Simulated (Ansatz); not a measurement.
`C#[C][Zr]([Cl])([Cl])[Cl]` + CH₃OH → `C#[C][Zr]([Cl])([Cl])[O]C` + HCl at 700 K and 1 bar (ligand exchange at a Zr–Cl bond).

Calculated with Ansatz (gas phase, PBE0-D4/def2-TZVP geometries, no zero-point term in ΔE). CCSD(T)/CBS is the MP2 limit (def2-TZVPP, def2-QZVPP) plus CCSD(T) − MP2 in def2-TZVPP, frozen cores. This one scheme is used for every species. Elements past krypton have def2 core potentials. For Zr outer-core shells are correlated without core-valence functions, which leaves a few kJ/mol of doubt a bond. Each species was taken in one conformer, which may not be the lowest.

```tsv
species	CCSD(T)/CBS energy (Eh)	H − E (kJ/mol)	S (J/(mol·K))
`C#[C][Zr]([Cl])([Cl])[Cl]`	-1503.20894	136.3	517.7
CH₃OH	-115.61712	170.8	288.5
`C#[C][Zr]([Cl])([Cl])[O]C`	-1158.44434	264.4	608.0
HCl	-460.38127	38.4	211.8
```

H − E and S are ideal-gas, rigid-rotor, harmonic terms from PBE0-D4/def2-TZVP, for one conformer and one mirror image of each species. 1 Eh = 2625.50 kJ/mol, R = 8.31446 J/(mol·K).

Task: By hand: ΔE, ΔH, ΔS and ΔG.

Result: ΔE = (-1158.44434) + (-460.38127) − (-1503.20894) − (-115.61712) = 0.00045 Eh = 1.2 kJ/mol. Δ(H − E) = 264.4 + 38.4 − 136.3 − 170.8 = -4.3, so ΔH = -3.1 kJ/mol. ΔS = 608.0 + 211.8 − 517.7 − 288.5 = 13.6 J/(mol·K). ΔG = -3.1 − 700 × (13.6)/1000 = -12.6 kJ/mol.

Task: By hand: the equilibrium constant, and the temperature at which ΔG would vanish if ΔH and ΔS stayed fixed.

Result: log₁₀ K = −ΔG/(RT ln 10) = 0.9. ΔH and −TΔS have one sign here, so there is no such temperature.

TΔS isn't small against ΔH here. A doubt of 5 kJ/mol in ΔE shifts log₁₀ K by 0.4 here. Other conformers and mirror images would add mixing entropy, several J/(mol·K) or more a flexible species. Modes under 60 cm⁻¹, often nearly free rotors, make the harmonic entropy too high. These are equilibria of isolated gas molecules and say nothing of rates. Largest T1 diagnostic: 0.016 (customary marks: 0.02 for closed shells, 0.045 for open ones).
